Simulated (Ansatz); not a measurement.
Ca₃Se₃, 6 atoms. Hardware: 2 threads of AMD EPYC 7R13 on a shared host.

Correlated methods freeze 42 core orbitals; core or outer-core shells of Ca, Se are correlated, in sets that lack core-valence functions.

**Question.** How many basis functions does each of these Ansatz runs have, and roughly what does it cost? PBE-QIDH/def2-TZVP, charge 0 singlet, energy, from earlier orbitals; RPA@PBE/def2-TZVP, charge 0 singlet, energy, from earlier orbitals; r2SCAN-D4/def2-TZVP, charge 0 singlet, energy, from earlier orbitals; PBE0-D4/def2-TZVP, charge 1 doublet at the geometry of the charge 0 singlet, energy; PBE-D4/def2-TZVP, charge 0 triplet at the geometry of the charge 0 singlet, energy, from earlier orbitals; HF/STO-3G, charge 0 singlet, energy; MP2/def2-TZVP, charge 0 singlet, energy, from earlier orbitals; PBE0-D4/def2-SVP, charge 0 singlet, relaxation, 12 steps; LDA (SPW92)/def2-TZVP, charge 0 singlet, energy, from earlier orbitals; PBE-D4/def2-TZVP, charge 0 singlet, energy, from earlier orbitals; PBE0-D4/def2-SVP, charge 0 singlet, frequencies; r2SCAN-D4/def2-TZVP, charge 0 triplet at the geometry of the charge 0 singlet, energy, from earlier orbitals.

**Answer.** Other jobs shared the machine, so times can vary by a factor of up to 3. A dash marks memory too small to be measured apart from the calling script's.

```csv
run,functions,fitting or Cholesky vectors,wall time,peak host memory (GiB)
"HF/STO-3G, charge 0 singlet, energy",93,1045,1.8 s,–
"LDA (SPW92)/def2-TZVP, charge 0 singlet, energy, from earlier orbitals",252,2262,5.5 s,–
"PBE-D4/def2-TZVP, charge 0 singlet, energy, from earlier orbitals",252,2262,9.5 s,–
"r2SCAN-D4/def2-TZVP, charge 0 singlet, energy, from earlier orbitals",252,2262,18 s,–
"RPA@PBE/def2-TZVP, charge 0 singlet, energy, from earlier orbitals",252,2118,21 s,0.85
"MP2/def2-TZVP, charge 0 singlet, energy, from earlier orbitals",252,2118,22 s,1.1
"PBE-D4/def2-TZVP, charge 0 triplet at the geometry of the charge 0 singlet, energy, from earlier orbitals",252,2262,27 s,0.66
"PBE-QIDH/def2-TZVP, charge 0 singlet, energy, from earlier orbitals",252,2118,29 s,1.1
"PBE0-D4/def2-TZVP, charge 1 doublet at the geometry of the charge 0 singlet, energy",252,2118,75 s,1.8
"PBE0-D4/def2-SVP, charge 0 singlet, relaxation, 12 steps",168,1905,1.9 min,0.7
"r2SCAN-D4/def2-TZVP, charge 0 triplet at the geometry of the charge 0 singlet, energy, from earlier orbitals",252,2262,2.1 min,1.4
"PBE0-D4/def2-SVP, charge 0 singlet, frequencies",168,1899,5.4 min,0.94
```
